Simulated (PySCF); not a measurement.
## $^{31}$P chemical shifts

PySCF 2.14.0 with density-fitted response routines calculation with coordinates at the GFN2-xTB level and NMR shieldings at PBE0/pcSseg-1/GIAO; non-relativistic Hamiltonian, a single conformation, no solvent model, averaged over atoms made equivalent by symmetry, fast rotation or ring inversion.

Shieldings were converted by a linear fit to measured shifts: $^{31}$P: δ = 270.09 − 0.828σ (rms 18.1 ppm, 64 shifts vs H3PO4, solution or neat liquid). Occasional misses reach two or three times the rms, and more in compound classes unlike the fitted ones.

**Question.** Give the $^{31}$P shifts of `CSc1pc(C)c(C)s1`, `[SiH3]P1PP([SiH3])P1`.

**Answer.** 
```json
{"compound": "CSc1pc(C)c(C)s1", "environment": "phosphorus bonded to 2 C, in a 5-membered ring", "δ (ppm)": "177.7"}
{"compound": "[SiH3:1][P:2]1[PH:3][P:4]([SiH3:5])[PH:6]1", "environment": "P3/6: phosphorus bonded to 2 P, H, in a 4-membered ring (×2)", "δ (ppm)": "-146.1"}
{"compound": "[SiH3:1][P:2]1[PH:3][P:4]([SiH3:5])[PH:6]1", "environment": "P2/4: phosphorus bonded to 2 P, Si, in a 4-membered ring (×2)", "δ (ppm)": "-172.0"}
```

**Question.** Order these by $^{31}$P shift, lowest first.
A. CP(C)(=S)c1ccsc1
B. Fc1[pH]c([SiH3])cc1[SiH3]
C. COC(=O)c1occp1

**Answer.** B (-55.6 ppm, ring phosphorus), A (12.5 ppm, phosphorus bonded to 3 C, S), C (165.2 ppm, phosphorus bonded to 2 C, in a 5-membered ring).
